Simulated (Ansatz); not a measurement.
Saddle search on CH8GeSi, closed shell by partitioned rational-function steps on PBE0-D4/def2-TZVP gradients (Ansatz 0.2.0), from this start:

```
11
angstrom
Si -0.1276 0.4257 0.7448
Ge 1.2820 1.3219 -1.2499
H -0.3080 0.6557 -0.8931
H 0.3487 2.3095 -2.0362
H 1.2651 0.1249 -2.2720
H -1.3275 1.2542 1.0754
H 0.9102 0.7220 1.7786
C -0.4649 -1.4178 0.7159
H 0.3974 -1.9529 0.2874
H -0.6233 -1.7900 1.7394
H -1.3519 -1.6531 0.1097
```

```json
{"step": "1", "energy less the last (meV)": "76.7", "largest force (eV/Å)": "0.244", "curvature followed (eV/Å²)": "-1.82"}
{"step": "2", "energy less the last (meV)": "69.9", "largest force (eV/Å)": "0.087", "curvature followed (eV/Å²)": "-2.00"}
{"step": "3", "energy less the last (meV)": "69.5", "largest force (eV/Å)": "0.041", "curvature followed (eV/Å²)": "-2.10"}
{"step": "4", "energy less the last (meV)": "69.3", "largest force (eV/Å)": "0.034", "curvature followed (eV/Å²)": "-2.09"}
{"step": "5", "energy less the last (meV)": "69.1", "largest force (eV/Å)": "0.049", "curvature followed (eV/Å²)": "-2.11"}
{"step": "6", "energy less the last (meV)": "68.8", "largest force (eV/Å)": "0.049", "curvature followed (eV/Å²)": "-2.12"}
{"step": "7", "energy less the last (meV)": "67.8", "largest force (eV/Å)": "0.039", "curvature followed (eV/Å²)": "-2.12"}
{"step": "8", "energy less the last (meV)": "65.4", "largest force (eV/Å)": "0.072", "curvature followed (eV/Å²)": "-2.12"}
{"step": "9", "energy less the last (meV)": "57.2", "largest force (eV/Å)": "0.140", "curvature followed (eV/Å²)": "-2.12"}
{"step": "10", "energy less the last (meV)": "41.2", "largest force (eV/Å)": "0.280", "curvature followed (eV/Å²)": "-2.12"}
{"step": "11", "energy less the last (meV)": "15.1", "largest force (eV/Å)": "0.343", "curvature followed (eV/Å²)": "-2.20"}
{"step": "12", "energy less the last (meV)": "20.6", "largest force (eV/Å)": "0.406", "curvature followed (eV/Å²)": "-0.93"}
{"step": "13", "energy less the last (meV)": "12.0", "largest force (eV/Å)": "0.361", "curvature followed (eV/Å²)": "-1.58"}
{"step": "14", "energy less the last (meV)": "118.6", "largest force (eV/Å)": "1.442", "curvature followed (eV/Å²)": "-1.43"}
{"step": "15", "energy less the last (meV)": "25.9", "largest force (eV/Å)": "0.441", "curvature followed (eV/Å²)": "-1.61"}
{"step": "16", "energy less the last (meV)": "7.6", "largest force (eV/Å)": "0.323", "curvature followed (eV/Å²)": "-1.48"}
{"step": "17", "energy less the last (meV)": "13.2", "largest force (eV/Å)": "0.165", "curvature followed (eV/Å²)": "-1.18"}
{"step": "18", "energy less the last (meV)": "8.5", "largest force (eV/Å)": "0.123", "curvature followed (eV/Å²)": "-0.98"}
{"step": "19", "energy less the last (meV)": "6.3", "largest force (eV/Å)": "0.142", "curvature followed (eV/Å²)": "-1.07"}
{"step": "20", "energy less the last (meV)": "5.1", "largest force (eV/Å)": "0.063", "curvature followed (eV/Å²)": "-2.26"}
{"step": "21", "energy less the last (meV)": "5.1", "largest force (eV/Å)": "0.074", "curvature followed (eV/Å²)": "-2.28"}
{"step": "22", "energy less the last (meV)": "4.1", "largest force (eV/Å)": "0.067", "curvature followed (eV/Å²)": "-2.44"}
{"step": "23", "energy less the last (meV)": "3.9", "largest force (eV/Å)": "0.067", "curvature followed (eV/Å²)": "-2.41"}
{"step": "24", "energy less the last (meV)": "6.9", "largest force (eV/Å)": "0.193", "curvature followed (eV/Å²)": "-2.41"}
{"step": "25", "energy less the last (meV)": "6.7", "largest force (eV/Å)": "0.110", "curvature followed (eV/Å²)": "-2.42"}
{"step": "26", "energy less the last (meV)": "5.4", "largest force (eV/Å)": "0.099", "curvature followed (eV/Å²)": "-2.42"}
{"step": "27", "energy less the last (meV)": "3.5", "largest force (eV/Å)": "0.063", "curvature followed (eV/Å²)": "-2.42"}
{"step": "28", "energy less the last (meV)": "2.7", "largest force (eV/Å)": "0.030", "curvature followed (eV/Å²)": "-2.42"}
{"step": "29", "energy less the last (meV)": "2.5", "largest force (eV/Å)": "0.056", "curvature followed (eV/Å²)": "-2.34"}
{"step": "30", "energy less the last (meV)": "2.7", "largest force (eV/Å)": "0.072", "curvature followed (eV/Å²)": "-2.34"}
{"step": "31", "energy less the last (meV)": "1.5", "largest force (eV/Å)": "0.069", "curvature followed (eV/Å²)": "-2.27"}
{"step": "32", "energy less the last (meV)": "2.5", "largest force (eV/Å)": "0.105", "curvature followed (eV/Å²)": "-2.27"}
{"step": "33", "energy less the last (meV)": "0.5", "largest force (eV/Å)": "0.069", "curvature followed (eV/Å²)": "-2.29"}
{"step": "34", "energy less the last (meV)": "1.3", "largest force (eV/Å)": "0.090", "curvature followed (eV/Å²)": "-2.27"}
{"step": "35", "energy less the last (meV)": "0.2", "largest force (eV/Å)": "0.040", "curvature followed (eV/Å²)": "-2.21"}
{"step": "36", "energy less the last (meV)": "0.2", "largest force (eV/Å)": "0.040", "curvature followed (eV/Å²)": "-2.14"}
{"step": "37", "energy less the last (meV)": "0.0", "largest force (eV/Å)": "0.023", "curvature followed (eV/Å²)": "-2.06"}
{"step": "38", "energy less the last (meV)": "0.0", "largest force (eV/Å)": "0.018", "curvature followed (eV/Å²)": "-1.85"}
{"step": "39", "energy less the last (meV)": "0.0", "largest force (eV/Å)": "0.005", "curvature followed (eV/Å²)": "-1.74"}
```

The search ended at:

| atom | x (Å) | y (Å) | z (Å) |
| --- | --- | --- | --- |
| Si1 | -0.1304 | 0.4299 | 0.7459 |
| Ge2 | 1.0772 | 0.8712 | -1.3161 |
| H3 | -0.5430 | 1.1536 | -0.8631 |
| H4 | 1.0868 | 2.3485 | -1.7876 |
| H5 | 0.4614 | 0.0675 | -2.4936 |
| H6 | -1.4578 | 1.0219 | 1.0887 |
| H7 | 0.7971 | 0.9546 | 1.7845 |
| C8 | -0.2925 | -1.4281 | 0.7154 |
| H9 | 0.6882 | -1.9051 | 0.7234 |
| H10 | -0.8624 | -1.7648 | 1.5852 |
| H11 | -0.8247 | -1.7492 | -0.1828 |
